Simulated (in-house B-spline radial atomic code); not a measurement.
A radial electron density 4πr²n(r) was computed for an atom or ion in its tabulated ground configuration with a B-spline radial code for spherical atoms; method: Dirac-Hartree-Fock, average of configuration. Columns: r (bohr), 4πr²n(r) (electrons per bohr), bar.

```
 0.00362   0.4104 #
 0.00421   0.5435 #
 0.00491   0.7214 ##
 0.00571   0.9491 ##
 0.00665    1.247 ###
 0.00774    1.628 ####
 0.00901    2.113 #####
  0.0105    2.731 #######
  0.0122    3.485 ########
  0.0142     4.42 ###########
  0.0165    5.535 #############
  0.0192    6.862 ################
  0.0224    8.418 ####################
  0.0261    10.14 ########################
  0.0304    11.97 #############################
  0.0353    13.79 #################################
  0.0411    15.54 #####################################
  0.0479       17 #########################################
  0.0557    17.97 ###########################################
  0.0649    18.31 ############################################
  0.0755    17.89 ###########################################
  0.0879    16.74 ########################################
   0.102    15.06 ####################################
   0.119     13.1 ###############################
   0.139    11.38 ###########################
   0.161    10.42 #########################
   0.188    10.36 #########################
   0.219    11.23 ###########################
   0.255    12.58 ##############################
   0.296    13.72 #################################
   0.345    14.04 ##################################
   0.402    13.08 ###############################
   0.467    10.93 ##########################
   0.544    8.015 ###################
   0.633    5.096 ############
   0.737     2.74 #######
   0.858    1.219 ###
   0.999   0.4353 #
    1.16   0.1238 
    1.35  0.02589 
    1.58  0.00358
```

**Question.** Which atom or ion is it?
A. P8+
B. S7+
C. Si8+
D. S8+

**Answer.** D. The area under the curve, ∫4πr²n dr = ∫r·4πr²n d(ln r) on this logarithmic grid, is 8 electrons, which only this option has. The configuration is [He] 2s2 2p4.
